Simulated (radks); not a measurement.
Q: Radial electron density D(r) = 4 pi r^2 rho(r) of an atom or ion with 15 electrons. All-electron calculation, Dirac Kohn-Sham, BLYP, spin-unpolarised, spherical densities, finite nucleus; Fermi nuclear charge, rms radius of each element as measured or else 0.836 A^(1/3) + 0.57 fm. Program: a radial shooting solver on a logarithmic mesh with Libxc functionals.

r (bohr),D(r) (e/bohr)
0.005305,4.761
0.005934,5.714
0.006637,6.829
0.007423,8.121
0.008303,9.607
0.009287,11.30
0.01039,13.19
0.01162,15.30
0.013,17.59
0.01454,20.03
0.01626,22.59
0.01819,25.17
0.02034,27.71
0.02275,30.08
0.02545,32.15
0.02846,33.81
0.03184,34.92
0.03561,35.40
0.03983,35.22
0.04455,34.41
0.04983,33.10
0.05574,31.51
0.06185,30.06
0.06917,28.84
0.07737,28.30
0.08654,28.69
0.0968,30.09
0.1083,32.34
0.1211,35.03
0.1355,37.54
0.1515,39.16
0.1695,39.25
0.1895,37.43
0.212,33.71
0.2371,28.59
0.2652,22.92
0.2967,17.67
0.3318,13.71
0.3712,11.42
0.4151,10.65
0.4643,10.79
0.5194,10.99
0.5809,10.57
0.6498,9.261
0.7268,7.247
0.8129,5.003
0.9093,3.016
1.017,1.570
1.138,0.6973
1.272,0.2611
1.423,0.08117
1.592,0.02049
1.78,0.004045
1.991,0.0006048

What is the nuclear charge?

A: Z = 29. The innermost maximum, from 1s, lies near gamma/Z bohr with gamma = sqrt(1 - (Z/c)^2) = 0.977, here 0.0337 bohr (found: 0.0365), and its height grows with Z. The density is that of the copper ion Cu14+ in [Ne] 3s1 3p(1/2: 2, 3/2: 2); the configuration itself is not fixed sharply by these data, and Z only to about a unit. D(r) has 3 maxima, at r = 0.0365, 0.162, 0.519 bohr, and minima at 0.0780, 0.425 bohr, inside which lie 2.10, 10.62 electrons.
